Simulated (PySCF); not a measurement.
Geometry:
```json
{"atom": "Si1", "x (Å)": "0.271", "y (Å)": "0.115", "z (Å)": "0.503"}
{"atom": "C2", "x (Å)": "0.303", "y (Å)": "0.035", "z (Å)": "2.384"}
{"atom": "C3", "x (Å)": "-1.074", "y (Å)": "-0.174", "z (Å)": "3.008"}
{"atom": "H4", "x (Å)": "0.767", "y (Å)": "0.960", "z (Å)": "2.773"}
{"atom": "H5", "x (Å)": "0.986", "y (Å)": "-0.782", "z (Å)": "2.672"}
{"atom": "H6", "x (Å)": "-1.034", "y (Å)": "-0.224", "z (Å)": "4.107"}
{"atom": "H7", "x (Å)": "-1.765", "y (Å)": "0.638", "z (Å)": "2.734"}
{"atom": "H8", "x (Å)": "-1.529", "y (Å)": "-1.112", "z (Å)": "2.651"}
{"atom": "N9", "x (Å)": "1.933", "y (Å)": "0.053", "z (Å)": "0.006"}
{"atom": "C10", "x (Å)": "2.379", "y (Å)": "0.214", "z (Å)": "-1.361"}
{"atom": "C11", "x (Å)": "2.661", "y (Å)": "1.656", "z (Å)": "-1.763"}
{"atom": "H12", "x (Å)": "2.633", "y (Å)": "0.316", "z (Å)": "0.692"}
{"atom": "H13", "x (Å)": "3.281", "y (Å)": "-0.401", "z (Å)": "-1.542"}
{"atom": "H14", "x (Å)": "1.599", "y (Å)": "-0.205", "z (Å)": "-2.019"}
{"atom": "H15", "x (Å)": "1.761", "y (Å)": "2.276", "z (Å)": "-1.636"}
{"atom": "H16", "x (Å)": "2.987", "y (Å)": "1.726", "z (Å)": "-2.814"}
{"atom": "H17", "x (Å)": "3.457", "y (Å)": "2.091", "z (Å)": "-1.136"}
{"atom": "N18", "x (Å)": "-0.701", "y (Å)": "1.496", "z (Å)": "0.103"}
{"atom": "C19", "x (Å)": "-1.257", "y (Å)": "1.831", "z (Å)": "-1.187"}
{"atom": "C20", "x (Å)": "-2.755", "y (Å)": "2.090", "z (Å)": "-1.143"}
{"atom": "H21", "x (Å)": "-0.749", "y (Å)": "2.251", "z (Å)": "0.779"}
{"atom": "H22", "x (Å)": "-0.752", "y (Å)": "2.710", "z (Å)": "-1.637"}
{"atom": "H23", "x (Å)": "-1.053", "y (Å)": "0.989", "z (Å)": "-1.869"}
{"atom": "H24", "x (Å)": "-3.295", "y (Å)": "1.201", "z (Å)": "-0.781"}
{"atom": "H25", "x (Å)": "-3.148", "y (Å)": "2.354", "z (Å)": "-2.138"}
{"atom": "H26", "x (Å)": "-2.992", "y (Å)": "2.922", "z (Å)": "-0.459"}
{"atom": "N27", "x (Å)": "-0.502", "y (Å)": "-1.178", "z (Å)": "-0.353"}
{"atom": "C28", "x (Å)": "0.044", "y (Å)": "-2.496", "z (Å)": "-0.577"}
{"atom": "C29", "x (Å)": "-0.414", "y (Å)": "-3.540", "z (Å)": "0.432"}
{"atom": "H30", "x (Å)": "-1.512", "y (Å)": "-1.132", "z (Å)": "-0.430"}
{"atom": "H31", "x (Å)": "-0.200", "y (Å)": "-2.844", "z (Å)": "-1.598"}
{"atom": "H32", "x (Å)": "1.142", "y (Å)": "-2.408", "z (Å)": "-0.541"}
{"atom": "H33", "x (Å)": "-0.104", "y (Å)": "-3.262", "z (Å)": "1.452"}
{"atom": "H34", "x (Å)": "0.004", "y (Å)": "-4.533", "z (Å)": "0.204"}
{"atom": "H35", "x (Å)": "-1.513", "y (Å)": "-3.632", "z (Å)": "0.434"}
```

Geometry: PBE0-D3(BJ)/def2-SVP; GIAO shifts from PySCF 2.14, gas phase, non-relativistic, averaged over equivalent atoms.

At PBE0/pcSseg-1 (326 basis functions):
```
                              atoms  δ (ppm)
                                Si1    -25.2
                        C10/C19/C28     38.1
                        C11/C20/C29     23.4
                                 C3      9.4
                                 C2      7.9
            H13/H14/H22/H23/H31/H32     2.84
H15/H16/H17/H24/H25/H26/H33/H34/H35     1.03
                           H6/H7/H8     0.95
                              H4/H5     0.15
                        H12/H21/H30    -0.11
                         N9/N18/N27     52.2
```

Chemical shifts δ = σref − σ; $^{29}$Si (σref 351.99), $^{13}$C (σref 184.41), $^{1}$H (σref 31.27) vs TMS; $^{15}$N (σref 265.67) vs NH3, all at this level.

Question: Estimate the result of repeating the calculation with KT2/pcSseg-1.

Answer: 
```tsv
atoms	δ at KT2/pcSseg-1	change
Si1	-27.0	-1.8
C10/C19/C28	40.7	+2.6
C11/C20/C29	24.2	+0.8
C3	10.3	+0.9
C2	9.4	+1.5
H13/H14/H22/H23/H31/H32	3.02	+0.18
H15/H16/H17/H24/H25/H26/H33/H34/H35	1.03	+0.00
H6/H7/H8	0.99	+0.04
H4/H5	0.27	+0.12
H12/H21/H30	0.11	+0.22
N9/N18/N27	58.9	+6.7
```

References, each an isolated molecule treated in the same way: $^{29}$Si (σ = 361.05 ppm) and $^{13}$C (σ = 183.22 ppm) and $^{1}$H (σ = 31.18 ppm) against TMS; $^{15}$N (σ = 264.30 ppm) against NH3.

The largest change is at N9/N18/N27 (nitrogen bonded to C, Si, H). Cost: 326 basis functions. The order of the carbon signals is the same at both levels.

The averaged N atoms aren't alike in the static structure (σ from 208 to 224 ppm); the average presumes fast exchange among these sites. Experimental scales use liquid or dissolved standards, which lie at an offset from isolated NH3 (liquid NH3: subtract about 20 ppm).
